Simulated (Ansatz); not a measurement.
Harmonic frequencies (cm⁻¹) at PBE0-D4/def2-TZVP from Ansatz: 60, 139, 145, 215, 236, 349, 466, 513, 526, 529, 579, 598, 604, 623, 687, 688, 766, 784, 826, 845, 858, 873, 1568, 1580, 1948, 1952, 3528, 3528, 3603, 3604.

Q: Which molecule is it?
A. `[OH+]1[InH2-][OH+][InH2-]1`
B. `[F][Al@H-]1[NH2+][Al@H-]([F])[NH2+]1`
C. `[Cl][Al@H-]1[OH+][Al@H-]([Cl])[OH+]1`
D. `[NH2+]1[AlH2-][NH2+][AlH2-]1`

A: B.
